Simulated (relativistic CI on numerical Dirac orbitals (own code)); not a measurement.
Level scheme of Mo+

Method of calculation: Dirac-Coulomb-Breit CI, orbitals from a KLI potential per configuration, QED by a radiative potential, valence Slater integrals scaled by 0.85, P86 correlation energy added to each configuration (own radial code, finite nucleus).

CI space (outside the closed core [Kr]): 4d⁵, 4d⁴5s, 4d⁴5p, 4d³5s², 4d⁴4f, 4d³5s5p, 4d⁴6s, 4d⁴5d, 4d⁴6p, 4d⁴7s, 4d⁴6d, 4d⁴7p, 4d⁴5f, 4d⁴5g, 4d⁴7d, 4d³5s6s, 4d³4f², 4d³5p², 4d⁴6f, 4d³4f5s. Levels of other configurations are missing.

| No. | Configuration | Term | J | E (cm⁻¹) | % | Lifetime (s) | jj configuration (%) |
| --- | --- | --- | --- | --- | --- | --- | --- |
| 41 | 4d⁵ | ²F | 7/2 | 30184.7 | 67 |  | 4d3/2^3 4d5/2^2 (29) |
| 42 | 4d⁵ | ²F | 5/2 | 30552.0 | 72 |  | 4d3/2^2 4d5/2^3 (29) |
| 43 | 4d⁴5s | ⁴P | 3/2 | 30737.8 | 84 |  | 4d3/2^2 4d5/2^2 5s (30) |
| 44 | 4d⁴5s | ⁴F | 5/2 | 31880.9 | 44 |  | 4d3/2^2 4d5/2^2 5s (45) |
| 45 | 4d⁴5s | ⁴F | 3/2 | 31884.6 | 71 |  | 4d3/2^2 4d5/2^2 5s (41) |
| 46 | 4d⁴5s | ⁴F | 7/2 | 31981.6 | 45 |  | 4d3/2^2 4d5/2^2 5s (30) |
| 47 | 4d⁵ | ²S | 1/2 | 31999.3 | 64 |  | 4d3/2^3 4d5/2^2 (30) |
| 48 | 4d⁴5s | ⁴P | 5/2 | 32036.5 | 85 |  | 4d3/2 4d5/2^3 5s (37) |
| 49 | 4d⁴5s | ⁴F | 9/2 | 32046.3 | 58 |  | 4d3/2^3 4d5/2 5s (30) |
| 50 | 4d⁴5s | ⁴G | 5/2 | 32749.3 | 67 |  | 4d3/2 4d5/2^3 5s (45) |
| 51 | 4d⁴5s | ⁴G | 7/2 | 33059.3 | 67 |  | 4d3/2^2 4d5/2^2 5s (43) |
| 52 | 4d⁴5s | ⁴G | 9/2 | 33262.2 | 75 |  | 4d3/2^2 4d5/2^2 5s (52) |
| 53 | 4d⁴5s | ⁴G | 11/2 | 33420.8 | 92 |  | 4d3/2 4d5/2^3 5s (69) |
| 54 | 4d⁴5s | ²P | 1/2 | 35740.0 | 86 |  | 4d3/2^2 4d5/2^2 5s (30) |
| 55 | 4d⁵ | ²D | 5/2 | 36045.9 | 57 |  | 4d3/2 4d5/2^4 (24) |
| 56 | 4d⁴5s | ²G | 9/2 | 36129.4 | 47 |  | 4d3/2^2 4d5/2^2 5s (33) |
| 57 | 4d⁴5s | ²G | 7/2 | 36185.1 | 67 |  | 4d3/2 4d5/2^3 5s (23) |
| 58 | 4d⁵ | ²D | 3/2 | 36249.8 | 56 |  | 4d3/2^2 4d5/2^3 (22) |
| 59 | 4d⁴5s | ²H | 9/2 | 36359.6 | 59 |  | 4d3/2^2 4d5/2^2 5s (54) |
| 60 | 4d⁴5s | ²H | 11/2 | 36666.6 | 72 |  | 4d3/2^2 4d5/2^2 5s (72) |
| 61 | 4d⁴5s | ⁴D | 3/2 | 37223.2 | 49 |  | 4d3/2 4d5/2^3 5s (47) |
| 62 | 4d⁴5s | ⁴D | 7/2 | 37350.0 | 93 |  | 4d3/2 4d5/2^3 5s (46) |
| 63 | 4d⁴5s | ⁴D | 5/2 | 37544.6 | 85 |  | 4d3/2^2 4d5/2^2 5s (33) |
| 64 | 4d⁴5s | ⁴D | 1/2 | 37636.2 | 91 |  | 4d3/2 4d5/2^3 5s (56) |
| 65 | 4d⁴5s | ²I | 13/2 | 37870.3 | 98 |  | 4d3/2^2 4d5/2^2 5s (50) |
| 66 | 4d⁴5s | ⁴D | 3/2 | 37894.6 | 43 |  | 4d5/2^4 5s (37) |
| 67 | 4d⁴5s | ²I | 11/2 | 38200.7 | 79 |  | 4d3/2 4d5/2^3 5s (76) |
| 68 | 4d⁴5s | ²F | 5/2 | 40106.1 | 71 |  | 4d3/2 4d5/2^3 5s (29) |
| 69 | 4d⁴5s | ²F | 7/2 | 40513.4 | 61 |  | 4d3/2^2 4d5/2^2 5s (30) |
| 70 | 4d⁴5s | ²G | 7/2 | 41107.0 | 65 |  | 4d3/2^2 4d5/2^2 5s (43) |
| 71 | 4d⁴5s | ²G | 9/2 | 41664.1 | 77 |  | 4d3/2 4d5/2^3 5s (43) |
| 72 | 4d⁴5s | ²D | 3/2 | 43173.4 | 83 |  | 4d3/2^2 4d5/2^2 5s (26) |
| 73 | 4d⁴5s | ²D | 5/2 | 43713.6 | 73 |  | 4d3/2^2 4d5/2^2 5s (29) |
| 74 | 4d⁴5s | ²D | 3/2 | 45535.9 | 54 |  | 4d3/2^2 4d5/2^2 5s (28) |
| 75 | 4d⁴5s | ²D | 5/2 | 45555.7 | 60 |  | 4d3/2^2 4d5/2^2 5s (27) |
| 76 | 4d⁵ | ²G | 7/2 | 46154.0 | 59 |  | 4d3/2^2 4d5/2^3 (32) |
| 77 | 4d⁵ | ²G | 9/2 | 46226.9 | 72 |  | 4d3/2^2 4d5/2^3 (59) |
| 78 | 4d⁴5p | ⁶F° | 1/2 | 46229.7 | 97 | 4.31e-09 | 4d3/2^2 4d5/2^2 5p1/2 (36) |
| 79 | 4d⁴5s | ²S | 1/2 | 46425.8 | 65 |  | 4d3/2 4d5/2^3 5s (35) |
| 80 | 4d³5s² | ⁴F | 3/2 | 46480.9 | 68 |  | 4d3/2^3 (27) |
| 81 | 4d⁴5p | ⁶F° | 3/2 | 46490.1 | 98 | 4.27e-09 | 4d3/2^3 4d5/2 5p1/2 (36) |
| 82 | 4d³5s² | ⁴F | 5/2 | 46870.3 | 56 |  | 4d3/2^2 4d5/2 (42) |
| 83 | 4d⁴5p | ⁶F° | 5/2 | 46908.0 | 98 | 4.19e-09 | 4d3/2^2 4d5/2^2 5p1/2 (43) |
| 84 | 4d⁴5s | ²F | 7/2 | 47037.0 | 49 |  | 4d3/2 4d5/2^3 5s (33) |
| 85 | 4d⁴5s | ²F | 5/2 | 47442.9 | 72 |  | 4d3/2 4d5/2^3 5s (52) |
| 86 | 4d⁴5p | ⁶F° | 7/2 | 47468.9 | 98 | 4.10e-09 | 4d3/2^2 4d5/2^2 5p3/2 (31) |
| 87 | 4d³5s² | ⁴F | 7/2 | 47719.4 | 51 |  | 4d3/2 4d5/2^2 (36) |
| 88 | 4d⁴5s | ⁴F | 9/2 | 48104.9 | 51 |  | 4d3/2^2 4d5/2^2 5s (35) |
| 89 | 4d⁴5p | ⁴P° | 1/2 | 48142.2 | 62 | 5.27e-09 | 4d3/2^3 4d5/2 5p1/2 (47) |
| 90 | 4d⁴5p | ⁶F° | 9/2 | 48166.4 | 98 | 3.98e-09 | 4d3/2^2 4d5/2^2 5p3/2 (31) |
| 91 | 4d⁴5s | ⁴P | 5/2 | 48184.3 | 87 |  | 4d3/2^2 4d5/2^2 5s (50) |
| 92 | 4d⁴5s | ⁴P | 3/2 | 48726.8 | 63 |  | 4d3/2 4d5/2^3 5s (40) |
| 93 | 4d⁴5p | ⁴P° | 3/2 | 48797.6 | 44 | 3.82e-09 | 4d3/2^2 4d5/2^2 5p1/2 (57) |
| 94 | 4d⁴5p | ⁶F° | 11/2 | 49013.1 | 98 | 3.81e-09 | 4d3/2 4d5/2^3 5p3/2 (43) |
| 95 | 4d⁵ | ²P | 3/2 | 49077.4 | 45 |  | 4d3/2^2 4d5/2^3 (35) |
| 96 | 4d⁴5s | ⁴P | 1/2 | 49308.7 | 71 |  | 4d3/2 4d5/2^3 5s (37) |
| 97 | 4d⁴5p | ⁶P° | 3/2 | 49374.9 | 82 | 1.90e-09 | 4d3/2^2 4d5/2^2 5p3/2 (38) |
| 98 | 4d⁴5p | ⁶P° | 5/2 | 49397.4 | 71 | 2.11e-09 | 4d3/2^2 4d5/2^2 5p1/2 (35) |
| 99 | 4d⁵ | ²P | 1/2 | 49422.0 | 57 |  | 4d3/2^2 4d5/2^3 (24) |
| 100 | 4d⁴5p | ⁶P° | 7/2 | 49872.9 | 95 | 1.78e-09 | 4d3/2 4d5/2^3 5p1/2 (28) |
| 101 | 4d⁴5p | ⁶D° | 5/2 | 49914.2 | 63 | 3.02e-09 | 4d3/2^2 4d5/2^2 5p3/2 (33) |
| 102 | 4d⁴5s | ⁴F | 3/2 | 49992.8 | 82 |  | 4d3/2^2 4d5/2^2 5s (45) |
| 103 | 4d⁴5s | ⁴F | 5/2 | 50201.2 | 75 |  | 4d3/2 4d5/2^3 5s (50) |
| 104 | 4d⁴5p | ⁶D° | 1/2 | 50309.5 | 63 | 4.10e-09 | 4d3/2^2 4d5/2^2 5p3/2 (38) |
| 105 | 4d⁴5s | ⁴F | 7/2 | 50391.5 | 67 |  | 4d3/2 4d5/2^3 5s (45) |
| 106 | 4d⁴5p | ⁶D° | 7/2 | 50515.2 | 91 | 3.80e-09 | 4d3/2^2 4d5/2^2 5p3/2 (43) |
| 107 | 4d⁴5s | ⁴F | 9/2 | 50604.2 | 50 |  | 4d3/2^2 4d5/2^2 5s (36) |
| 108 | 4d⁴5p | ⁴P° | 3/2 | 50615.2 | 49 | 4.16e-09 | 4d3/2^2 4d5/2^2 5p3/2 (51) |
| 109 | 4d⁴5p | ⁶D° | 9/2 | 50980.8 | 90 | 4.06e-09 | 4d3/2^2 4d5/2^2 5p3/2 (27) |
| 110 | 4d⁴5p | ⁴P° | 5/2 | 51174.3 | 75 | 4.37e-09 | 4d3/2 4d5/2^3 5p3/2 (41) |

Energies count from the lowest computed level; ° marks odd parity; lifetimes are radiative, by E1, M1, E2 decay to levels of this space only; some are left blank where a channel outside the calculation adds to the decay or the decay crosses a small, uncertain gap. Filled j subshells are mostly left out of the jj labels.

The mean weight of the leading LS term, summed over parents, in these 70 levels is 70 %, and that of the leading jj configuration (from the same eigenvectors) 39 %, so LS coupling describes them better.

Correlation outside the listed configurations is missing or only estimated: errors of thousands of cm⁻¹ between configurations and terms are usual at this charge. Rates and lifetimes follow the computed energies and can be off by large factors. The fine structure of a lone outer electron comes out too small, for d and f at times inverted, and misplaced configurations move strength between like terms. 22 of the 26 excited levels that our extract of the measured tables holds in this range could be paired (the sources list more); they are missed by 1098 cm⁻¹ on average and 2314 at most, and levels without a partner can miss by more. Some levels of the ground configuration have no partner and can miss by 10 % or more.

LS names give the leading component of a level, which can be under half, so a name can repeat, a term be missing and a line seem to break the LS rules.
